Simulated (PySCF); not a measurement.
## Electron correlation in N⁺ (nitrogen, charge +1)

[He] 2s2 2p2, high-spin 3P determinant. All numbers are calculated (PySCF 2.14, no relativity, point nucleus, in cc-pVDZ). Frozen: 1s2; 4 electrons correlated.

MP2 pair energies summed by pair of shells (mhartree):

```
 pair  energy  share (%)
2s-2p  -31.54       58.5
2s-2s  -17.19       31.9
2p-2p   -5.17        9.6
```

Total MP2 correlation energy: -53.90 mhartree.

Same-spin part -8.64 and opposite-spin part -45.27 mhartree; SCS-MP2 scales them by 1/3 and 6/5 to -57.20 mhartree.

```csv
level,correlation energy (mhartree)
CCSD,-75.76
(T),-0.75
CCSD(T),-76.51
```

Diagnostics: T1 = 0.0055, D1 = 0.0104, largest double amplitude 0.124.

Cost of the coupled-cluster step: 0.08 s of wall time on 1 thread of Neoverse-V1 (shared host), for 4 correlated electrons.

Iterations:

```
CC2 = 0
CCSD nocc = (np.int64(3), np.int64(1)), nmo = (13, 13)
frozen orbitals [[0], [0]]
max_cycle = 100
direct = 0
conv_tol = 1e-08
conv_tol_normt = 1e-06
diis_space = 8
diis_start_cycle = 0
Init t2, MP2 energy = -0.0539045400004656
Init E_corr(UCCSD) = -0.0539045400020945
cycle = 1  E_corr(UCCSD) = -0.0681599798211589  dE = -0.0142554398  norm(t1,t2) = 0.04139
cycle = 2  E_corr(UCCSD) = -0.0726275618857082  dE = -0.00446758206  norm(t1,t2) = 0.0179559
cycle = 3  E_corr(UCCSD) = -0.0758266827699267  dE = -0.00319912088  norm(t1,t2) = 0.00881611
cycle = 4  E_corr(UCCSD) = -0.0757474838544351  dE = 7.91989155e-05  norm(t1,t2) = 0.00105418
cycle = 5  E_corr(UCCSD) = -0.0757599936777694  dE = -1.25098233e-05  norm(t1,t2) = 0.000145889
cycle = 6  E_corr(UCCSD) = -0.0757551373745596  dE = 4.85630321e-06  norm(t1,t2) = 1.95411e-05
cycle = 7  E_corr(UCCSD) = -0.0757572315027999  dE = -2.09412824e-06  norm(t1,t2) = 4.72281e-06
cycle = 8  E_corr(UCCSD) = -0.0757566089390998  dE = 6.225637e-07  norm(t1,t2) = 1.70694e-06
cycle = 9  E_corr(UCCSD) = -0.0757566015366683  dE = 7.40243146e-09  norm(t1,t2) = 1.24039e-07
UCCSD converged
E(UCCSD) = -53.95622450174176  E_corr = -0.07575660153666833
UCCSD(T) correction = -0.00075380955310657
```
